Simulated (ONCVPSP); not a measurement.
**Before and after: ONCV potential for hydrogen**

H (Z = 1), optimised norm-conserving Vanderbilt (ONCV), made with ONCVPSP 4.0.1 (PBE, scalar-relativistic). Core none, reference 1s1. Waves: 1s: rc 0.75 bohr, ncon 5, nbas 10, qcut 8.7 1/bohr, 2 projectors, debl 1.9 Ha; p scattering state at 0.23 Ha: rc 0.60 bohr, ncon 4, nbas 8, qcut 14.4 1/bohr, 2 projectors, debl 2.6 Ha. Local part: polynomial inside 0.60 bohr (lpopt 5, dvloc0 1 Ha). Core correction: none.

Change: all radii scaled by about 1.10 (s 0.82, p 0.66 bohr); local potential polynomial inside 0.66 bohr (lpopt 5, dvloc0 1 Ha).

Cutoffs: the cutoffs (Ha) at which the residual kinetic energy of the hardest occupied pseudo-wave falls to 1 and 0.1 mHa per electron; they do not see the model core or the augmentation charge, which bear on the density cutoff. Errors are all-electron minus pseudo energies relative to the spin-unpolarised reference configuration.

Task: How do hardness, ghosts and transferability respond?

Result: The potential gets softer (26 Ha and 44 Ha → 24 Ha and 38 Ha); neither file shows a bound ghost. A larger radius leaves more room for a smooth pseudo-wave, so fewer plane waves are needed.

| quantity | base | changed |
| --- | --- | --- |
| cutoff, loose | 26 Ha | 24 Ha |
| cutoff, tight | 44 Ha | 38 Ha |
| bound ghosts | none | none |
| GHOST(+) flags under 300 eV | none | none |
| error for 1s0.5, meV [ΔE 4.76 eV] | +0.2 | +0.3 |
